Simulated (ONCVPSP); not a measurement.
**bismuth: one change to an ONCV potential, before and after**

bismuth, optimised norm-conserving Vanderbilt (ONCV), made with ONCVPSP 4.0.1 (PBE, scalar-relativistic). Core [Kr] 4d10 4f14, reference 5s2 5p6 5d10 6s1 6p4. Waves: 5s+6s: rc 1.55 bohr, ncon 4, nbas 9, qcut 9.1 1/bohr, 2 projectors; 5p+6p: rc 1.45 bohr, ncon 4, nbas 7, qcut 10.2 1/bohr, 2 projectors; 5d: rc 1.35 bohr, ncon 4, nbas 8, qcut 6.2 1/bohr, local. Local part: the d channel. Core correction: Teter function, fcfact 4.75, rcfact 1.1.

Change: all radii but the core radius scaled by about 0.87 (s 1.34, p 1.26, d 1.18 bohr).

Cutoffs: the cutoffs (Ha) at which the residual kinetic energy of the hardest occupied pseudo-wave falls to 1 and 0.1 mHa per electron; they do not see the model core or the augmentation charge, which bear on the density cutoff. Errors are all-electron minus pseudo energies relative to the spin-unpolarised reference configuration.

Task: What does the change do?

Result: The potential gets softer (66 Ha and 122 Ha → 42 Ha and 109 Ha); of the 4 tests that both files solve, the error grows in 0 and shrinks in 1 by more than 15 % and 0.3 meV (median size 3.7 → 2.9 meV); neither file shows a bound ghost.

| quantity | base | changed |
| --- | --- | --- |
| cutoff, loose | 66 Ha | 42 Ha |
| cutoff, tight | 122 Ha | 109 Ha |
| loose cutoff by channel | s 28 Ha, p 33 Ha, d 66 Ha | s 32 Ha, p 42 Ha, d 40 Ha |
| bound ghosts | none | none |
| GHOST(+) flags under 300 eV | none | none |
| error for 5s2 5p6 5d10 6s2 6p3, meV [ΔE -10.08 eV] | +0.6 | +0.7 |
| error for 5s2 5p6 5d10 6s2 6p2, meV [ΔE -2.17 eV] | -2.8 | -2.4 |
| error for 5s2 5p6 5d10 6s2 6p1, meV [ΔE 13.08 eV] | -9.5 | -8.8 |
| error for 5s2 5p6 5d10 6s0 6p5, meV [ΔE 10.42 eV] | -4.5 | -3.4 |
| rms error of d²Exc/dni dnj with the model core, mHa | 1.06 | 1.30 |
